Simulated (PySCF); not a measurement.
How methods differ on the ionisation energy of Bi(2+)

Bi(2+) [Xe] 4f14 5d10 6s2 6p1 [6p1/2^1, M_J = 1/2] → Bi(3+) [Xe] 4f14 5d10 6s2, as a difference of total energies. All numbers are calculated (PySCF 2.14, the two-component X2C-1e Hamiltonian, in x2c-TZVPall-2c (11s11p9d3f, 110 functions)). Correlated levels: [Kr] 4d10 4f14 frozen; the 24 highest virtual spinors dropped. "Screened" scales the spin-orbit matrix elements by Boettger's factors to mimic the two-electron term; Breit and QED terms are absent.

```json
{"method": "GHF (spin-free)", "ionisation energy (eV)": "23.045"}
{"method": "GMP2 (spin-free)", "ionisation energy (eV)": "23.439"}
{"method": "GHF (screened spin-orbit)", "ionisation energy (eV)": "24.972"}
{"method": "GMP2 (screened spin-orbit)", "ionisation energy (eV)": "25.310"}
```

Q: How much does correlation contribute at GMP2 (screened spin-orbit)?

A: 25.310 − (24.972) = 0.338 eV, measured against GHF (screened spin-orbit).

The spin-free rows lack the spin-orbit shift.

Errors of the correlated levels include the incompleteness of this basis and the frozen core.

For comparison: 25.571 eV (measured; NIST Atomic Spectra Database, ionization energies).
